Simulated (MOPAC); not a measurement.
MOPAC input (PM6):

```
PM6 1SCF CHARGE=1 GEO-OK AUX(PRECISION=9) THREADS=1
ClMoO2

Mo    0.25311714 1    0.05364568 1    0.34276854 1
O     1.52642633 1   -0.74755070 1   -0.34803102 1
O    -0.54175153 1   -1.09331703 1    1.23332807 1
Cl   -1.08872461 1    0.73375431 1   -1.26345029 1
```

Output:

```
 *******************************************************************************
 **                                                                           **
 **                              MOPAC v23.2.5                                **
 **                                                                           **
 *******************************************************************************
 ** MOPAC's Digital Object Identifier: https://doi.org/10.5281/zenodo.6511958 **
 **                                                                           **
 ** Please cite the open-source release paper for use of this MOPAC version:  **
 ** J. E. Moussa and J. J. P. Stewart (2026)                                  **
 ** MOPAC: An open-source semiempirical molecular orbital program             **
 ** J. Open Source Softw., 11(119), 8025, https://doi.org/10.21105/joss.08025 **
 *******************************************************************************

                              PM6 CALCULATION RESULTS

 *******************************************************************************
 *  PM6        - The PM6 Hamiltonian to be used
 *  GEO-OK     - OVERRIDE INTERATOMIC DISTANCE AND OTHER SAFETY CHECKS
 *
 *
 *
 *                 CHARGE ON SYSTEM = +1
 *
 *
 *
 *  1SCF       - DO 1 SCF AND THEN STOP
 *  AUX        - OUTPUT AUXILIARY INFORMATION
 *******************************************************************************
PM6 1SCF CHARGE=1 GEO-OK AUX(PRECISION=9) THREADS=1
 ClMoO2

   ATOM   CHEMICAL          X               Y               Z
  NUMBER   SYMBOL      (ANGSTROMS)     (ANGSTROMS)     (ANGSTROMS)

     1      Mo          0.25311714  *   0.05364568  *   0.34276854  *
     2       O          1.52642633  *  -0.74755070  *  -0.34803102  *
     3       O         -0.54175153  *  -1.09331703  *   1.23332807  *
     4      Cl         -1.08872461  *   0.73375431  *  -1.26345029  *

          CARTESIAN COORDINATES

    NO.       ATOM           X           Y           Z

     1        Mo          0.2531      0.0536      0.3428
     2         O          1.5264     -0.7476     -0.3480
     3         O         -0.5418     -1.0933      1.2333
     4        Cl         -1.0887      0.7338     -1.2635

 General Reference for PM6:
 "Optimization of Parameters for Semiempirical Methods V: Modification of NDDO Approximations
 and Application to 70 Elements", J. J. P. Stewart, J. Mol. Mod., 13, 1173-1213 (2007)
 URL: https://link.springer.com/article/10.1007/s00894-007-0233-4

           Empirical Formula: O2 Mo Cl  =     4 atoms

      MOLECULAR POINT GROUP   :   Cs

      RHF CALCULATION, NO. OF DOUBLY OCCUPIED LEVELS = 12

 -------------------------------------------------------------------------------
 PM6 1SCF CHARGE=1 GEO-OK AUX(PRECISION=9) THREADS=1
 ClMoO2

     1SCF WAS SPECIFIED, SO BFGS WAS NOT USED
     SCF FIELD WAS ACHIEVED

                              PM6 CALCULATION
                                                       MOPAC v23.2.5 Linux

          FINAL HEAT OF FORMATION =        117.25217 KCAL/MOL =     490.58309 KJ/MOL

          COSMO AREA              =        110.08 SQUARE ANGSTROMS
          COSMO VOLUME            =         99.56 CUBIC ANGSTROMS

          IONIZATION POTENTIAL    =         16.435519 EV
          HOMO LUMO ENERGIES (EV) =        -16.436 -7.342
          NO. OF FILLED LEVELS    =         12
          MOLECULAR WEIGHT        =        163.3918         POINT GROUP:  Cs

          MOLECULAR DIMENSIONS (Angstroms)

            Atom       Atom       Distance
           Cl     4    O     2     3.14186
            O     3    O     2     2.38593
            O     3   Mo     1     0.66587

          SCF CALCULATIONS        =          1

   ATOM   CHEMICAL          X               Y               Z
  NUMBER   SYMBOL      (ANGSTROMS)     (ANGSTROMS)     (ANGSTROMS)

     1      Mo          0.25311714  *   0.05364568  *   0.34276854  *
     2       O          1.52642633  *  -0.74755070  *  -0.34803102  *
     3       O         -0.54175153  *  -1.09331703  *   1.23332807  *
     4      Cl         -1.08872461  *   0.73375431  *  -1.26345029  *

                             CARTESIAN COORDINATES

   1   Mo        0.253117140     0.053645680     0.342768540
   2    O        1.526426330    -0.747550700    -0.348031020
   3    O       -0.541751530    -1.093317030     1.233328070
   4   Cl       -1.088724610     0.733754310    -1.263450290

           Empirical Formula: O2 Mo Cl  =     4 atoms

      MOLECULAR POINT GROUP   :   Cs

                  EIGENVALUES
 -36.42179 -34.20336 -30.83923 -23.33295 -22.56101 -21.64371 -19.60194 -19.11867
 -17.49344 -17.06163 -16.84975 -16.43552  -7.34167  -6.53787  -5.90795  -5.19547
  -4.31052  -3.38441  -2.15798  -0.98030   0.51194  79.08615  79.22285  79.35601
  79.63911  79.64982

              NET ATOMIC CHARGES AND DIPOLE CONTRIBUTIONS

  ATOM NO.   TYPE          CHARGE      No. of ELECS.   s-Pop       p-Pop       d-Pop
    1         Mo           1.256545        4.7435     0.18058     0.44235     4.12052
    2          O          -0.190942        6.1909     1.71991     4.47103
    3          O          -0.190942        6.1909     1.71991     4.47103
    4         Cl           0.125338        6.8747     1.98876     4.88287     0.00304
 DIPOLE           X         Y         Z       TOTAL
 POINT-CHG.    -0.073     2.404     0.430     2.443
 HYBRID         0.634     1.778     1.218     2.247
 SUM            0.561     4.182     1.648     4.530

          ATOMIC ORBITAL ELECTRON POPULATIONS

     Atom    s        px        py        pz      x^2-y^2     xz        z^2       yz        xy
    1 Mo   0.18058   0.16968   0.12141   0.15125   0.86843   0.79872   0.87803   0.78712   0.78822
    2  O   1.71991   1.49181   1.57054   1.40868
    3  O   1.71991   1.46949   1.62046   1.38108
    4 Cl   1.98876   1.69114   1.57161   1.62012   0.00056   0.00038   0.00082   0.00072   0.00056

 **********************
 *                    *
 * JOB ENDED NORMALLY *
 *                    *
 **********************

 == MOPAC DONE ==
```

The dipole moment of an ion depends on the origin.
